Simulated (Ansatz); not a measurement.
System (SMILES): [SiH]Br (SiH-Br) (closed-shell singlet).
Geometry (B3LYP-D3(BJ)/def2-TZVP, fixed):
```
Si
H 1 1.5241
Br 1 2.2668 2 94.17
```
Charge 0, spin multiplicity 1.

Basis-set convergence of the dipole moment at MP2 with Ansatz (a program for electronic structure). Dipoles come from the density behind the forces; the sign is taken along the dipole that this method gives in the largest set. The reference of a correlated method is not its basis-set limit, which lies further on. Cartesian d functions, on some or all atoms, in 3-21G, 6-31G*, 6-31G**, 6-311G**; all else is spherical. Cores are frozen (with 3d on Ga to Br). A restricted Hartree-Fock determinant is unstable towards unrestricted orbitals. No added dispersion term, no relativity. Reference: the value in aug-pcseg-3, 1.236 D, itself unsure by roughly 0.010 D (its mean distance from aug-cc-pV(Q+d)Z, def2-QZVPPD).

| basis | functions | dipole moment (D) |
|---|---|---|
| pcseg-0 | 37 | 1.666 |
| 3-21G | 38 | 1.426 |
| pcseg-1 | 50 | 1.412 |
| def2-SV(P) | 52 | (withheld) |
| def2-SVP | 55 | 1.223 |
| 6-31G* | 56 | 1.640 |
| 6-31G** | 59 | 1.612 |
| aug-pcseg-1 | 72 | 1.351 |
| def2-SVPD | 73 | (withheld) |
| 6-311G** | 77 | (withheld) |
| def2-TZVPPD | 122 | (withheld) |
| aug-pcseg-2 | 132 | 1.251 |
| aug-cc-pV(T+d)Z | 137 | 1.210 |
| cc-pV(Q+d)Z | 162 | 1.228 |
| pcseg-3 | 165 | 1.259 |
| def2-QZVPP | 189 | 1.222 |
| def2-QZVPPD | 207 | 1.223 |
| cc-pV(5+d)Z | 259 | 1.238 |

Problem. Complete the blanks.

Solution. 
- def2-SV(P), dipole moment (D): 1.263
- def2-SVPD, dipole moment (D): 1.268
- 6-311G**, dipole moment (D): 1.567
- def2-TZVPPD, dipole moment (D): 1.206
